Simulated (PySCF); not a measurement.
PySCF input (M06-2X/6-31G* (5d)):

```python
from pyscf import gto, dft

mol = gto.M(
    atom='''
    C    -1.54239160    0.14966775   -0.06167306
    C    -0.21272039   -0.48333741   -0.22325539
    C     0.97966684    0.23859983   -0.65101960
    O     0.89446574   -0.05956607    0.82943703
    H    -2.08877611   -0.28467441    0.77538915
    H    -2.11210549   -0.07007489   -0.97071802
    H    -1.48426528    1.23432464    0.03979722
    H    -0.16506973   -1.56499507   -0.25622852
    H     0.91132549    1.29676390   -0.87149703
    H     1.82265005   -0.29118867   -1.07286526
    H     0.61318598    0.72679204    1.33631456
    ''',
    basis='6-31g*',
    charge=1,
    spin=0,
    verbose=4,
)

mf = dft.RKS(mol, xc='m062x')
mf.grids.level = 4
mf.conv_tol = 1e-9
mf.max_cycle = 100
mf.max_memory = 1500
mf.kernel()
if not mf.converged:
    mf = mf.newton()
    mf.kernel(mf.make_rdm1())
mf.dip_moment()
```

Output:

```
PySCF version 2.14.0

[INPUT] verbose = 4
[INPUT] num. atoms = 11
[INPUT] num. electrons = 32
[INPUT] charge = 1
[INPUT] spin (= nelec alpha-beta = 2S) = 0
[INPUT] symmetry False subgroup None
[INPUT] Mole.unit = angstrom
[INPUT] Symbol           X                Y                Z      unit          X                Y                Z       unit  Magmom
[INPUT]  1 C     -1.542391600000   0.149667750000  -0.061673060000 AA   -2.914697700830   0.282831057180  -0.116545192664 Bohr   0.0
[INPUT]  2 C     -0.212720390000  -0.483337410000  -0.223255390000 AA   -0.401983278211  -0.913375330657  -0.421891542933 Bohr   0.0
[INPUT]  3 C      0.979666840000   0.238599830000  -0.651019600000 AA    1.851302020918   0.450888332068  -1.230248745724 Bohr   0.0
[INPUT]  4 O      0.894465740000  -0.059566070000   0.829437030000 AA    1.690295276406  -0.112563558617   1.567408824273 Bohr   0.0
[INPUT]  5 H     -2.088776110000  -0.284674410000   0.775389150000 AA   -3.947214783434  -0.537956669572   1.465273133459 Bohr   0.0
[INPUT]  6 H     -2.112105490000  -0.070074890000  -0.970718020000 AA   -3.991300922290  -0.132422350309  -1.834391201980 Bohr   0.0
[INPUT]  7 H     -1.484265280000   1.234324640000   0.039797220000 AA   -2.804854875401   2.332535518402   0.075205846319 Bohr   0.0
[INPUT]  8 H     -0.165069730000  -1.564995070000  -0.256228520000 AA   -0.311936581156  -2.957412068595  -0.484201728103 Bohr   0.0
[INPUT]  9 H      0.911325490000   1.296763900000  -0.871497030000 AA    1.722155586435   2.450528619223  -1.646890705072 Bohr   0.0
[INPUT] 10 H      1.822650050000  -0.291188670000  -1.072865260000 AA    3.444309415425  -0.550266836876  -2.027421509960 Bohr   0.0
[INPUT] 11 H      0.613185980000   0.726792040000   1.336314560000 AA    1.158753565623   1.373437905114   2.525268534669 Bohr   0.0

nuclear repulsion = 131.523177016015
number of shells = 38
number of NR pGTOs = 136
number of NR cGTOs = 70
basis = 6-31g*
ecp = {}

******** <class 'pyscf.dft.rks.RKS'> ********
method = RKS
initial guess = minao
damping factor = 0
level_shift factor = 0
DIIS = <class 'pyscf.scf.diis.CDIIS'>
diis_start_cycle = 1
diis_space = 8
diis_damp = 0
SCF conv_tol = 1e-09
SCF conv_tol_grad = None
SCF max_cycles = 100
direct_scf = True
direct_scf_tol = 1e-13
XC library pyscf.dft.libxc version 7.1.2
    S. Lehtola, C. Steigemann, M. J. T. Oliveira, and M. A. L. Marques,  SoftwareX 7, 1–5 (2018)
XC functionals = m062x
    Y. Zhao and D. G. Truhlar,  Theor. Chem. Acc. 120, 215 (2008)
    Y. Zhao and D. G. Truhlar,  Theor. Chem. Acc. 120, 215 (2008)
radial grids:
    Treutler-Ahlrichs [JCP 102, 346 (1995); DOI:10.1063/1.469408] (M4) radial grids

becke partition: Becke, JCP 88, 2547 (1988); DOI:10.1063/1.454033
pruning grids: <function nwchem_prune>
grids dens level: 4
symmetrized grids: False
atomic radii adjust function: <function treutler_atomic_radii_adjust>
small_rho_cutoff = 0
Set gradient conv threshold to 3.16228e-05
Initial guess from minao.
tot grids = 224040
init E= -194.16521063515
  HOMO = -0.365515765540432  LUMO = -0.0123234889174899  gap/eV = 9.61085
cycle= 1 E= -193.278228343915  delta_E= 0.887  |g|= 0.421  |ddm|= 2.71
  HOMO = -0.63950502720055  LUMO = -0.199049610863697  gap/eV = 11.98540
cycle= 2 E= -193.291082743414  delta_E= -0.0129  |g|= 0.395  |ddm|= 0.676
  HOMO = -0.631677423776013  LUMO = -0.173757548921028  gap/eV = 12.46063
cycle= 3 E= -193.321569301656  delta_E= -0.0305  |g|= 0.091  |ddm|= 0.279
  HOMO = -0.626025104954697  LUMO = -0.159373667679599  gap/eV = 12.69823
cycle= 4 E= -193.322999372529  delta_E= -0.00143  |g|= 0.0306  |ddm|= 0.0711
  HOMO = -0.62766793223176  LUMO = -0.162433288544078  gap/eV = 12.65968
cycle= 5 E= -193.323190973133  delta_E= -0.000192  |g|= 0.00428  |ddm|= 0.0271
  HOMO = -0.627411711184827  LUMO = -0.161977835543153  gap/eV = 12.66510
cycle= 6 E= -193.323195674113  delta_E= -4.7e-06  |g|= 0.000792  |ddm|= 0.00496
  HOMO = -0.627356995713598  LUMO = -0.161979658032002  gap/eV = 12.66356
cycle= 7 E= -193.323195839029  delta_E= -1.65e-07  |g|= 0.000234  |ddm|= 0.00101
  HOMO = -0.62739880490873  LUMO = -0.162002733377637  gap/eV = 12.66407
cycle= 8 E= -193.323195854067  delta_E= -1.5e-08  |g|= 5.75e-05  |ddm|= 0.00027
  HOMO = -0.627395827060063  LUMO = -0.162002053131442  gap/eV = 12.66401
cycle= 9 E= -193.323195855094  delta_E= -1.03e-09  |g|= 1.06e-05  |ddm|= 7.53e-05
  HOMO = -0.627395105782456  LUMO = -0.162000846832751  gap/eV = 12.66402
cycle= 10 E= -193.323195855134  delta_E= -4e-11  |g|= 5.14e-06  |ddm|= 1.72e-05
  HOMO = -0.627396151352781  LUMO = -0.162001723878511  gap/eV = 12.66403
Extra cycle  E= -193.323195855136  delta_E= -2.61e-12  |g|= 4.44e-06  |ddm|= 7.74e-06
converged SCF energy = -193.323195855136

WARN: System has nonzero charge 1; the dipole moment is origin-dependent.
Location of origin: [0. 0. 0.]

Dipole moment(X, Y, Z, Debye):  0.25541,  1.09536, -0.36359
```

The dipole moment of an ion depends on the origin.

The geometry given is a B3LYP-D3(BJ)/def2-TZVP minimum.
